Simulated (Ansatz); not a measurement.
Reaction (cleavage of the B–B bond): `NBBF` + `[AsH3]` → `FB[AsH2]` + `BN`

Computed with Ansatz on PBE0-D4/def2-TZVP structures; ΔE is electronic, products minus reactants. CBS: MP2 limit from def2 TZ/QZ plus the TZ coupled-cluster correction, frozen cores. This one scheme is used for every species. For As outer-core shells are correlated without core-valence functions, which leaves a few kJ/mol of doubt a bond. Scalar relativity is left out up to krypton. One conformer a species, not always the lowest.

```
   species  CCSD(T)/CBS(def2) energy (Eh)
    `NBBF`                     -206.56125
  `[AsH3]`                    -2236.79077
`FB[AsH2]`                    -2361.43380
      `BN`                      -81.93499
```

Task: Work out ΔE.

Result: ΔE = (-2361.43380) + (-81.93499) − (-206.56125) − (-2236.79077) = -0.01677 Eh = -44.0 kJ/mol.

Largest T1 diagnostic among the species: 0.015.

At CCSD(T), def2-SVP lies +8.5 kJ/mol from the extrapolated value and def2-TZVPP +0.8 kJ/mol. Leaving LDA and LC-ωPBE aside and taking each functional with its dispersion term where it has one, the values, not all of them listed here, spread over 7.5 kJ/mol, from PBE-QIDH to B97M-V.
